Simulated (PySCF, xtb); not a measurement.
C4H5FO2, SMILES C[C@H]1OC=C(F)O1.

xtb 6.7.1 with GFN2-xTB at its own geometry gives an orbital gap of 4.50 eV and a dipole moment of 1.84 D.

Geometry optimised at PBE-D3(BJ)/def2-SVP. The structure was generated by enumeration; whether it is a known compound was not checked. One conformer was computed; it need not be the lowest.

**Question.** What does PBE/def2-TZVP (PySCF) give? (The exact figures need the calculation; the answer reports its results.)

**Answer.** gap 4.56 eV (levels -4.59 and -0.03 eV), dipole 1.31 D.
